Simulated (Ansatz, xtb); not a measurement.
# ClFHNSi2: which of two structures lies lower

Structure a: `F[Si@]1(Cl)N[Si]1`, a singlet. Structure b: a singlet given by its coordinates. Both are isolated molecules in the gas phase, relaxed with B3LYP-D3(BJ)/def2-SVP.

a (Å):

```xyz
6

Cl   -4.0575    0.3815    1.2854
F    -2.5655   -2.0177    0.4622
N    -0.8869    0.1845    0.9278
Si   -2.2986   -0.7130    1.3997
Si   -0.3663   -0.2362    2.5529
H    -0.4769    0.7165    0.1600
```

b (Å):

```json
{"atom": "Cl", "x (Å)": "-1.5402", "y (Å)": "2.5383", "z (Å)": "0.6726"}
{"atom": "F", "x (Å)": "-1.1989", "y (Å)": "-2.7802", "z (Å)": "0.8011"}
{"atom": "N", "x (Å)": "-1.8833", "y (Å)": "-0.3404", "z (Å)": "1.2265"}
{"atom": "Si", "x (Å)": "-2.2896", "y (Å)": "-1.9773", "z (Å)": "1.7358"}
{"atom": "Si", "x (Å)": "-2.6496", "y (Å)": "1.1277", "z (Å)": "1.8081"}
{"atom": "H", "x (Å)": "-1.1333", "y (Å)": "-0.2541", "z (Å)": "0.5307"}
```

Close contacts (Å): Cl1–Si5 2.12, F2–Si4 1.65, N3–Si4 1.76, N3–Si5 1.76, N3–H6 1.03.

Task: Estimate E(b) − E(a) at the level CCSD(T)/def2-SVP + ΔMP2/def2-TZVPP.

Result: Calculated at CCSD(T)/def2-SVP + ΔMP2/def2-TZVPP: E(b) − E(a) = −20.9 kJ/mol, so structure b lies lower.

The same difference at several levels:

```csv
level,geometry,E(b) − E(a) (kJ/mol),departure from the last row (kJ/mol),"job, with rough time for the two"
B3LYP-D3(BJ)/def2-SVP,B3LYP-D3(BJ)/def2-SVP,−35.6,−14.7,"optimisation, 45 s"
HF/def2-SVP,B3LYP-D3(BJ)/def2-SVP,−52.8,−31.9,part of the CCSD(T) run
MP2/def2-SVP,B3LYP-D3(BJ)/def2-SVP,−21.0,−0.2,part of the CCSD(T) run
CCSD(T)/def2-SVP,B3LYP-D3(BJ)/def2-SVP,−30.3,−9.5,single point
CCSD(T)/def2-SVP + ΔMP2/def2-TZVPP,B3LYP-D3(BJ)/def2-SVP,−20.9,,"single point, 28 s"
```

None of the levels shown reverses the order. The largest departure from CCSD(T)/def2-SVP + ΔMP2/def2-TZVPP is that of HF/def2-SVP, 31.9 kJ/mol. Levels run at GFN2-xTB geometries aren't shown. The last row adds to CCSD(T) the change of the MP2 difference between the two basis sets, here +9.5 kJ/mol.

With harmonic frequencies from B3LYP-D3(BJ)/def2-SVP (ideal gas, rigid rotor, one conformer each, 298.15 K, 1 atm): on the last row, ΔE + ΔZPE = −23.5, ΔH = −21.9, ΔG = −27.5 kJ/mol.

The correlated steps freeze 17 core orbitals. Mirror images aren't counted in ΔG. Programs: Ansatz 0.2.0; the last row on 1 thread of Intel(R) Xeon(R) 6975P-C (Granite Rapids) on a shared host.
